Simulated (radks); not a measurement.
Values are calculated unless marked as measured or tabulated.
Excited configurations of Ho I: one electron is placed in a higher orbital outside [Xe] 4f11 6s1. The ground configuration is [Xe] 4f11 6s2. Level of theory: scalar-relativistic Kohn-Sham, PBE, spin-polarised, spherical densities, point nucleus; open shells are filled with parallel spins first (spin-orbit coupling, left out, can overturn this in heavy ions) (a radial shooting solver on a logarithmic mesh with Libxc functionals). Excitation = E - E(ground); binding = E(ion) - E, where the ion is the core of charge +1; n* = 1/sqrt(2 binding) in atomic units, and the quantum defect is n - n*.

5d: excitation (eV) 2.206; binding (eV) 3.858; n* 1.878; quantum defect 3.122; <r> (bohr) 3.815
5f: excitation (eV) 5.083; binding (eV) 0.981; n* 3.723; quantum defect 1.277; <r> (bohr) 16.24
6p: excitation (eV) 2.192; binding (eV) 3.872; n* 1.875; quantum defect 4.125; <r> (bohr) 5.368
6d: excitation (eV) 4.514; binding (eV) 1.550; n* 2.963; quantum defect 3.037; <r> (bohr) 11.38
6f: excitation (eV) 5.366; binding (eV) 0.698; n* 4.415; quantum defect 1.585; <r> (bohr) 27.38
7s: excitation (eV) 3.751; binding (eV) 2.313; n* 2.425; quantum defect 4.575; <r> (bohr) 9.644
7p: excitation (eV) 4.360; binding (eV) 1.703; n* 2.826; quantum defect 4.174; <r> (bohr) 12.38
7d: excitation (eV) 5.076; binding (eV) 0.988; n* 3.711; quantum defect 3.289; <r> (bohr) 20.72

The Delta-SCF ionisation energy is 6.064 eV (NIST Atomic Spectra Database: 6.022 eV, measured). Self-interaction in the functional shifts the binding energies and quantum defects, so they are the method's values and not measured ones. Open shells are spherical and high-spin; term and fine-structure splittings are not resolved. Spin-orbit splitting is averaged out at the scalar-relativistic level.
